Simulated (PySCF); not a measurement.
Ge(I)2 cation (GeI₂), SMILES [I][Ge][I] (connectivity only; charge and spin as stated), charge +1, multiplicity 2.

Geometry optimised at B3LYP-D3(BJ)/def2-SVP. The multiplicity is an assumed one; other spin states were not compared. The isomer is the one that the SMILES or the coordinates give; other isomers of the formula were not compared. The def2 effective core potentials stand for the cores of I; spin–orbit coupling is left out.

Level of theory: B3LYP/def2-TZVPD (PySCF).

Gas-phase values at a fixed geometry.

| Item | Result |
|---|---|
| total energy | -2672.41694 hartree |
| point group | C2v |
| α spin, highest occupied and lowest empty level | -12.53 and -8.74 eV |
| β spin, highest occupied and lowest empty level | -12.68 and -10.64 eV |
| dipole moment about the centre of nuclear charge | 1.15 D |
| mean static polarisability | 103.1 bohr³ (15.28 Å³) |
| polarisability, principal values | 63.8, 78.2, 167.3 bohr³ |
| ⟨S²⟩ | 0.757 (pure state 0.75) |
